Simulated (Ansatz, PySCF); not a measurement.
Si(F)3(vinyl) (C₂H₃F₃Si), SMILES C=C[Si](F)(F)F.

Geometry optimised at TPSSh-D3(BJ)/def2-SVP. One conformer was computed; it need not be the lowest.

Vertical ionisation energy (IE) and electron affinity (EA) in eV. Rows of orbital energies are one-electron estimates. Where ΔSCF, EOM or ADC give a negative EA the extra electron is unbound and the value depends on the basis.

| level | IE | EA |
|---|---|---|
| −ε(HOMO), −ε(LUMO), M06-2X/def2-TZVP (PySCF) | 10.19 | 0.43 |
| −ε(HOMO), −ε(LUMO), PBE/def2-TZVP (PySCF) | 7.75 | 2.35 |
| ΔSCF, CAM-B3LYP/def2-SVPD (Ansatz), final states of multiplicity 2 and 2 | 11.44 | -0.64 |
| ΔSCF, PBE/def2-SVPD (Ansatz), final states of multiplicity 2 and 2 | 11.33 | -0.66 |

### Question
What vertical singlet–triplet gap does ΔSCF give with CAM-B3LYP/def2-SVPD (Ansatz, a first-principles code) and with PBE/def2-SVPD (Ansatz)? (An estimate is asked for; the answer gives what the named calculation found.)

### Answer
4.18 and 4.29 eV (triplet above singlet where positive).
